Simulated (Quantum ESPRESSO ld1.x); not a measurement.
Task: The table gives one normalised radial function P(r) = r R(r) (large component) of Pr52+ in [He] 2s2 2p3 (r in bohr). All-electron calculation, Dirac Kohn-Sham, relativistic LDA (MacDonald-Vosko exchange, VWN5 correlation), spin-unpolarised, spherical densities, point nucleus; open shells are shared between the two j in proportion to 2j + 1. Program: ld1.x of Quantum ESPRESSO 7.5.

r          P
0.001501  1.5458
0.001652  1.6708
0.001819  1.8042
0.002002  1.9465
0.002204  2.0976
0.002426  2.2579
0.002649  2.4127
0.002916  2.5902
0.00321   2.7763
0.003533  2.9706
0.003889  3.1726
0.004281  3.3811
0.004712  3.5950
0.005187  3.8127
0.005664  4.0140
0.006235  4.2334
0.006864  4.4497
0.007555  4.6599
0.008316  4.8601
0.009154  5.0464
0.01008   5.2141
0.01109   5.3584
0.01211   5.4655
0.01333   5.5501
0.01468   5.5959
0.01615   5.5979
0.01778   5.5517
0.01957   5.4539
0.02155   5.3019
0.02372   5.0953
0.0259    4.8588
0.02851   4.5526
0.03138   4.2013
0.03454   3.8129
0.03802   3.3974
0.04186   2.9667
0.04607   2.5337
0.05071   2.1116
0.05538   1.7453
0.06096   1.3783
0.0671    1.0540
0.07386   0.7779
0.08131   0.5522
0.0895    0.3755
0.09852   0.2436
0.1084    0.1500
0.1184    0.0915
0.1303    0.0503
0.1435    0.0258
0.1579    0.0123
0.1739    0.0054
0.1914    0.0021
0.2107    0.0008
0.2319    0.0003
0.2532    0.0001
0.2787    0.0000
0.3068    0.0000
0.3377    0.0000

Which n and l does it have? It may be an empty orbital.

Result: n = 1, l = 0: the number of nodes gives n - l - 1 = 0, the rise at small r points to l (this Dirac orbital starts as r^gamma with gamma = sqrt((l + 1)^2 - (Z/c)^2) = 0.90; the j = 1/2 orbital of l + 1 starts with the same power, but with a smaller coefficient, and then steepens), and the extent must fit the shell. The curve is that of 1s1/2. 1s1/2: eigenvalue -46222 eV, 0 radial nodes, <r> = 0.0241 bohr, 90 % of the charge inside 0.0435 bohr.
